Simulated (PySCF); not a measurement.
## Which determinant of InBr lies lowest?

Unrestricted PBE0; basis In x2c-TZVPPall, Br x2c-TZVPPall; spin-free X2C with a Gaussian nucleus; PySCF 2.14. Outer shells of the fragments: In 4d10 5s2 5p1; Br 3d10 4s2 4p5.

Followed along the bond (rough minima from three points):

```csv
2Ms+1,unpaired,⟨S²⟩ at the start,R at minimum (Å),Te (eV)
1,none,0.00,2.57,0.00
3,"σ ↑, π ↑",2.01,2.53,3.25
```

Solutions found at the starting distance of 2.505 Å, counted from the lowest of them; the search is not exhaustive and high or unbound solutions are not listed, so other states can lie among these:

```csv
2Ms+1,unpaired,term,E (eV),⟨S²⟩,⟨Lz²⟩,μ (D)
1,none,¹Σ⁺,0.00,0.00,0.00,-3.06
3,"σ ↑, π ↑",³Π,3.23,2.01,1.00,-1.78
1,"σ ↑, π ↓",mixed,3.68,1.01,1.00,-1.29
3,π ↑↑,mixed,5.04,2.01,2.01,3.07
3,σ ↑↑,³Σ⁺,5.16,2.00,0.00,-0.71
3,π ↑↑,mixed,5.18,2.01,2.01,3.15
```

A term symbol is given only where ⟨S²⟩ and ⟨Lz²⟩ are close to those of a pure state; the other rows mix spins, or terms through real π, δ and φ orbitals. A positive dipole means In(−)Br(+).

Spin–orbit coupling is left out. Counting both spins, an empty level lies below a filled one in some of these solutions, because spin and occupation are held.
